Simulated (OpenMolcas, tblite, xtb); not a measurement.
## How methods differ on C2H5InO (SMILES C[C](=O)[InH2])

C2H5InO: 9 atoms, total charge 0, spin state singlet. As SMILES, `C[C](=O)[InH2]`. The coordinates come from a PBE0-D4/def2-TZVP relaxation.

Quantity: the dipole moment, in D. The values are calculated.

```csv
level,kind,program,value (D),CPU time
GFN2-xTB,semi-empirical,tblite,2.97,under 2 s
GFN0-xTB,semi-empirical,xtb,3.03,under 2 s
HF/def2-SVP (core potential),Hartree–Fock,OpenMolcas,3.07,8.4 s
SVWN5/def2-SVP (core potential),LDA,OpenMolcas,2.34,26 s
BLYP/def2-SVP (core potential),GGA,OpenMolcas,2.24,37 s
TPSS/def2-SVP (core potential),meta-GGA,OpenMolcas,2.30,47 s
B3LYP/def2-SVP (core potential),global hybrid,OpenMolcas,2.42,38 s
```

The values span 2.24 to 3.07 D. Magnitudes only. Times are those of the runs behind each value, whatever else they computed, on shared processors of several kinds: orders of magnitude only.
